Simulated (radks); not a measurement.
Values are calculated unless marked as measured or tabulated.
Zr24+, configuration [Ne] 3s2 3p4.

Code: a radial shooting solver on a logarithmic mesh with Libxc functionals. Model: Dirac Kohn-Sham, PBE, spin-unpolarised, spherical densities, finite nucleus; open shells fill j = l - 1/2 first; Fermi nuclear charge, rms radius 4.2694 fm.

Energy parts (eV):
total: -87759.828
kinetic: 91064.938
electron-nucleus: -193374.911
Hartree: 16715.330
exchange-correlation: -2165.185

Orbitals (lengths in bohr, moments of r in powers of bohr; r(90%) holds 90 % of the orbital's charge):
orbital,occ.,eigenvalue (eV),r(90%),<r^4>,<r^2>,<r>
1s1/2,2,-18894.88,0.0664,8.870e-06,0.001853,0.03707
2s1/2,2,-3518.649,0.248,0.001574,0.03037,0.1605
2p1/2,2,-3318.940,0.224,0.001046,0.02298,0.1371
2p3/2,4,-3231.476,0.229,0.001153,0.02428,0.1413
3s1/2,2,-1268.975,0.587,0.05071,0.1858,0.4041
3p1/2,2,-1198.769,0.578,0.04689,0.1753,0.3898
3p3/2,2,-1179.171,0.587,0.04994,0.1812,0.3965
3d3/2,0,-1072.707,0.540,0.03484,0.1439,0.3525
3d5/2,0,-1068.410,0.543,0.03549,0.1455,0.3545
4s1/2,0,-640.4482,1.10,0.6351,0.6804,0.7783

The highest occupied level is 3p3/2 at -1179.2 eV. Summed over all electrons, <r^2> = 1.292 bohr^2, which gives a Langevin (diamagnetic) susceptibility term of -1.02 x 10^-6 cm^3/mol. The electron density at the nucleus is 7.513e+04 e/bohr^3. For comparison, the ionisation energy in NIST's Atomic Spectra Database is 1205 eV (semi-empirical). In exact Kohn-Sham theory the highest level is minus the ionisation energy, but local and semilocal functionals leave it too shallow, through self-interaction and a potential that decays too fast; potentials with the right tail come closer.

Beside tabulated values, note that spin-unpolarised runs miss the spin-polarisation part of the exchange energy of open shells.
